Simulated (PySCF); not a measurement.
## CsRb: one state, many levels of theory

State: ¹Σ⁺ (singlet), closed shell. Set-up: basis Cs def2-SVP with ECP46, Rb def2-SVP with ECP28; scalar-relativistic core potentials; PySCF 2.14. De refers to Cs + Rb in their ground configurations, without counterpoise correction. A positive dipole means Cs(−)Rb(+).

| Level | Re (Å) | ωe (cm⁻¹) | De (eV) | μ (D) |
| --- | --- | --- | --- | --- |
| RHF-MP2 | 4.473 | 47.8 | 0.237 | n/a |
| RHF-SCS-MP2 | 4.530 | 46.6 | 0.283 | n/a |
| RHF-CCSD | 4.553 | 44.6 | 0.314 | n/a |
| RHF-CCSD(T) | 4.573 | 42.8 | 0.362 | n/a |
| PBE | 4.515 | 47.0 | 0.51 | -1.09 |
| revPBE | 4.625 | 45.0 | 0.469 | -1.17 |
| r²SCAN | 4.613 | 46.4 | 0.297 | -1.44 |
| TPSSh | 4.631 | 45.8 | 0.54 | -1.36 |
| PBE0 | 4.533 | 48.4 | 0.426 | -1.30 |
| M06 | 4.286 | 52.1 | 0.59 | -4.37 |

Task: Which functional lies closest to RHF-CCSD(T) in De, which farthest, and by how much do they differ from it?

Result: Closest is PBE0 (-4.0 pm in Re, +13.1 % in ωe, +0.06 eV in De against RHF-CCSD(T) in the same basis), farthest M06 (-28.7 pm in Re, +21.7 % in ωe, +0.23 eV in De). CCSD(T) converges more slowly with the basis than the functionals do and binds too weakly in this one, so the order can change at the basis-set limit.

Task: What does the step from GGA to meta-GGA do here, going from PBE to r²SCAN?

Result: r²SCAN less PBE: +9.8 pm in Re, -1.3 % in ωe, -0.21 eV in De. 

Task: What does the triples do here, going from RHF-CCSD to RHF-CCSD(T)?

Result: RHF-CCSD(T) less RHF-CCSD: +2.0 pm in Re, -4.0 % in ωe, +0.05 eV in De. Correlation nearly always deepens the well. The bond lengthens, as in strong covalent bonds, where excitations into antibonding orbitals dominate.

Correlated steps freeze no core orbitals. Closed-shell solutions of metal pairs were not tested for spin polarisation, which can lower them a little. Correlated levels converge slowly with the basis: in double zeta they bind strong bonds too weakly, by up to about 1 eV, and carry superposition errors of some tenths. Spin–orbit coupling is left out. Where the molecule has an RHF reference, its open-shell atoms are computed with UHF.
